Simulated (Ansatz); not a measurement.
Abridged output of a molecular run in Ansatz:

```
Functional definition: HF
1714 factors; integrals over basis functions are off by at most 6.6e-4 eV
mean field evaluation 1: about -64525.3054 eV, gradient 1.7e1 eV
mean field evaluation 2: about -64525.4691 eV, gradient 1.7e1 eV
mean field evaluation 4: about -64526.4717 eV, gradient 2.5e0 eV
mean field evaluation 8: about -64526.4971 eV, gradient 1.1e-1 eV
mean field -64526.49715407 eV, -2371.3050327812 hartree, gradient 2.5e-6 eV, S^2 0.000000; 0 other end points of the search recorded, 0 dependent functions left out
17 core orbitals not correlated: weight in the atoms' cores, before any rotation towards them, 1.000 or more for the frozen orbitals, at most 0.000 for the correlated occupied ones
reference -64526.49715407 eV, -2371.3050327812 hartree; 23, 23 occupied and 224, 224 virtual orbitals, 1714 factors
second order -50.54253173 eV of doubles, -0.00000000 eV of singles
cycle   1  -45.08848805 eV  change     5.5e0 eV  update   1.5e-1
cycle   2  -46.36355007 eV  change    -1.3e0 eV  update   5.0e-2
cycle   3  -46.54784632 eV  change   -1.8e-1 eV  update   1.9e-2
cycle   4  -46.49100098 eV  change    5.7e-2 eV  update   6.5e-3
cycle   5  -46.47578715 eV  change    1.5e-2 eV  update   2.4e-3
cycle   6  -46.47982859 eV  change   -4.0e-3 eV  update   8.5e-4
cycle   7  -46.48065843 eV  change   -8.3e-4 eV  update   2.8e-4
cycle   8  -46.48018243 eV  change    4.8e-4 eV  update   9.5e-5
cycle   9  -46.48016845 eV  change    1.4e-5 eV  update   3.8e-5
perturbative correction -1.33000886 eV, -0.0488769242 hartree
Total energy: -64574.30733138 eV, -2373.0620243907 hartree
```

Its atoms:

Z-matrix (Å, degrees):
```
Zn
I 1 2.416
I 1 2.416 2 180.0
```

(1) Which basis set was used?
A. def2-QZVPP
B. def2-SVP
C. def2-TZVPPD
D. def2-TZVPP

(2) Write the keys of the input that set method, charge and spin (a neutral closed shell needs none for the last two).

Answers

(1) A. It gives 264 functions.

(2) 
```yaml
correlation: {method: ccsd_t, frozen_orbitals: {I: 4, Zn: 9}}
```
